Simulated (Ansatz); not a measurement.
`C[O][SnH3]` → C• + 6 H• + O• + Sn•  (atomization)

Calculated with Ansatz (gas phase, PBE0-D4/def2-TZVP geometries, no zero-point term in ΔE). CCSD(T)/CBS adds triple-zeta CCSD(T) − MP2 to the extrapolated MP2 energy (def2 sets, frozen cores). This one scheme is used for every species, atoms too. DFT in def2-TZVPP. HSE06 is defined as in plane-wave codes. No spin–orbit coupling; open shells (•) take unrestricted orbitals. Spin–orbit coupling would lower the free atoms: a little for C, O; strongly for Sn. def2 core potentials past Kr. Bonds to Sn are less sure, by a few kJ/mol each and by 10 to 20 or more in all where they break to atoms, as the def2 sets lack core-valence functions.

What is ΔE at CCSD(T)/CBS? (An estimate is asked.)

Ansatz gave: +2793.0 kJ/mol.

What do these levels give: r2SCAN-D4, r2SCAN0-D4, HSE06-D4, ωB97X-V, ωB97M-V, CAM-B3LYP, CCSD/def2-SVP, CCSD(T)/def2-SVP, HF/def2-TZVPP, MP2/def2-TZVPP, MP2/def2-QZVPP, SCS-MP2/def2-QZVPP? (An estimate is asked.)

Computed: r2SCAN-D4 2767.4, r2SCAN0-D4 2723.1, HSE06-D4 2743.7, ωB97X-V 2790.7, ωB97M-V 2773.3, CAM-B3LYP 2776.1, CCSD/def2-SVP 2583.4, CCSD(T)/def2-SVP 2606.7, HF/def2-TZVPP 1968.5, MP2/def2-TZVPP 2710.3, MP2/def2-QZVPP 2754.1, SCS-MP2/def2-QZVPP 2774.9 kJ/mol.

Largest T1 diagnostic among the species: 0.013.

At CCSD(T), def2-SVP lies −186.4 kJ/mol from the extrapolated value and def2-TZVPP −72.6 kJ/mol: correlation converges slowly with the basis, and small sets miss more of it in the bonded molecule than in its fragments. Leaving LDA and LC-ωPBE aside and taking each functional with its dispersion term where it has one, the values, not all of them listed here, spread over 114.7 kJ/mol, from BHLYP-D4 to B97M-V. LDA lies +393.1 kJ/mol from PBE without D4, its usual overbinding.

For atomizations the MP2-based limit and the directly extrapolated one differ by several kJ/mol either way, and by 10 to 25 for some Ge, Se and Sn compounds, so smaller differences from it don't rank the levels.
